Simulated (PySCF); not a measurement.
Simulated outer-valence photoelectron spectrum of `C[SiH2]O[SiH3]`. Method: EOM-IP-CCSD/aug-cc-pVDZ in PySCF, restricted Hartree–Fock reference, frozen core, non-relativistic, gas phase, PBE0-D3(BJ)/def2-SVP geometry.

Each root has a Gaussian of 0.8 eV full width with its one-hole share as area; cross sections and vibrations are left out, and the highest printed point is 100.

| ionisation energy (eV) | intensity |
| --- | --- |
| 9.5 | 0 |
| 9.6 | 0 |
| 9.7 | 1 |
| 9.8 | 2 |
| 9.9 | 4 |
| 10.0 | 8 |
| 10.1 | 15 |
| 10.2 | 24 |
| 10.3 | 35 |
| 10.4 | 48 |
| 10.5 | 60 |
| 10.6 | 69 |
| 10.7 | 73 |
| 10.8 | 71 |
| 10.9 | 64 |
| 11.0 | 53 |
| 11.1 | 41 |
| 11.2 | 29 |
| 11.3 | 21 |
| 11.4 | 16 |
| 11.5 | 16 |
| 11.6 | 20 |
| 11.7 | 28 |
| 11.8 | 39 |
| 11.9 | 50 |
| 12.0 | 61 |
| 12.1 | 69 |
| 12.2 | 72 |
| 12.3 | 69 |
| 12.4 | 61 |
| 12.5 | 50 |
| 12.6 | 39 |
| 12.7 | 28 |
| 12.8 | 20 |
| 12.9 | 16 |
| 13.0 | 16 |
| 13.1 | 22 |
| 13.2 | 31 |
| 13.3 | 45 |
| 13.4 | 60 |
| 13.5 | 76 |
| 13.6 | 89 |
| 13.7 | 97 |
| 13.8 | 100 |
| 13.9 | 97 |
| 14.0 | 90 |
| 14.1 | 81 |
| 14.2 | 72 |
| 14.3 | 64 |
| 14.4 | 58 |
| 14.5 | 53 |
| 14.6 | 48 |
| 14.7 | 43 |
| 14.8 | 37 |
| 14.9 | 29 |
| 15.0 | 22 |
| 15.1 | 15 |
| 15.2 | 10 |
| 15.3 | 6 |
| 15.4 | 3 |
| 15.5 | 1 |
| 15.6 | 1 |
| 15.7 | 0 |
| 15.8 | 0 |

Where are the maxima, and how many lines lie under the curve?

3 maxima, at 10.7, 12.2 and 13.8 eV, from 8 lines. At this width some lines have no maximum of their own.

List the lines with their holes.

```
E (eV)  leading hole (HF orbital)  area  Koopmans (eV)
 10.65                       HOMO  0.95          11.75
 10.79                     HOMO-1  0.95          11.84
 12.10                     HOMO-2  0.95          12.84
 12.30                     HOMO-3  0.95          12.93
 13.64                     HOMO-4  0.94          14.80
 13.71                     HOMO-5  0.94          15.02
 14.04                     HOMO-6  0.94          15.51
 14.64                     HOMO-7  0.95          15.89
```

The widest gap, 1.34 eV, lies between 12.30 and 13.64 eV. Only orbitals with −ε under 21 eV, eight at most, were ionised, so the high end of the curve may lack lines.

Hardware: one thread, Arm Neoverse V1, no GPU, shared host. Cost: 6.6 min wall.
